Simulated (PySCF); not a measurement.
Species: C5H12Si.
InChI=1S/C5H12Si/c1-5(2)6-3-4-6/h5-6H,3-4H2,1-2H3

Computed with PySCF at CAM-B3LYP/def2-SVPD, non-relativistic, on one gas-phase PBE0-D3(BJ)/def2-SVP geometry that isn't relaxed in the solvent. The solvent is an IEF-PCM continuum (cavity from Bondi-type radii × 1.2), and excitations are vertical TDDFT with non-equilibrium linear response and a frozen core. Specific hydrogen bonds and non-electrostatic terms are outside this model.

Gas-phase singlets (H = HOMO, L = LUMO):

| state | E (eV) | λ (nm) | f | leading configuration |
| --- | --- | --- | --- | --- |
| S1 | 6.481 | 191 | 0.002 | H→L+2 80% |
| S2 | 6.619 | 187 | 0.212 | H→L+1 92% |
| S3 | 6.781 | 183 | 0.019 | H→L 63% |
| S4 | 6.883 | 180 | 0.002 | H→L+3 83% |
| S5 | 7.443 | 167 | 0.007 | H→L+5 29% |

Give the list for chloroform (ε = 4.711), n² = 2.09.

```
state  E (eV)  λ (nm)      f  leading configuration  change by rank (eV)
   S1   6.515     190  0.002              H→L+2 78%               +0.034
   S2   6.553     189  0.286              H→L+1 91%               -0.066
   S3   6.845     181  0.030                H→L 49%               +0.064
   S4   6.919     179  0.000              H→L+3 77%               +0.036
   S5   7.447     166  0.011              H→L+5 43%               +0.004
```

The ground-state energy changes by -0.044 eV from gas to chloroform. By how much does the total energy of gas-phase S2 change?

E(S2) = E(S0) + excitation energy, so it changes by -0.044 − 0.066 = -0.110 eV: it is lowered more than the ground state, which is what a red shift means. This is the vertical state, with the slow part of the continuum still set for S0.

How do the frontier levels move from gas to chloroform?

```csv
orbital,gas (eV),solvent (eV),change (eV)
LUMO+2,1.75,1.83,+0.08
LUMO+1,1.48,1.54,+0.06
LUMO,1.36,1.51,+0.15
HOMO,-7.92,-7.89,+0.03
HOMO-1,-9.28,-9.19,+0.09
HOMO-2,-9.92,-9.84,+0.08
HOMO-3,-11.16,-10.98,+0.18
```

The HOMO–LUMO gap goes from 9.28 to 9.40 eV.

The values belong to the conformer `[CH3:1][CH:2]([CH3:3])[SiH:4]1[CH2:5][CH2:6]1`: C1–C2–Si4–C5 88°.
